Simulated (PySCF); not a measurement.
trichloro(fluoro)methane (CCl₃F), SMILES FC(Cl)(Cl)Cl. Geometry: B3LYP-D3(BJ)/def2-SVP.

Give the equilibrium geometry at B3LYP-D3(BJ)/def2-SVP (PySCF confirms it by a frequency run) as a Z-matrix, and its point group. (The exact figures need the calculation; the answer reports its results.)

point group C3v.
```
C
F 1 1.3331
Cl 1 1.7827 2 108.58
Cl 1 1.7827 2 108.58 3 120.00
Cl 1 1.7827 2 108.58 3 -120.00
```
Charge 0, spin multiplicity 1.
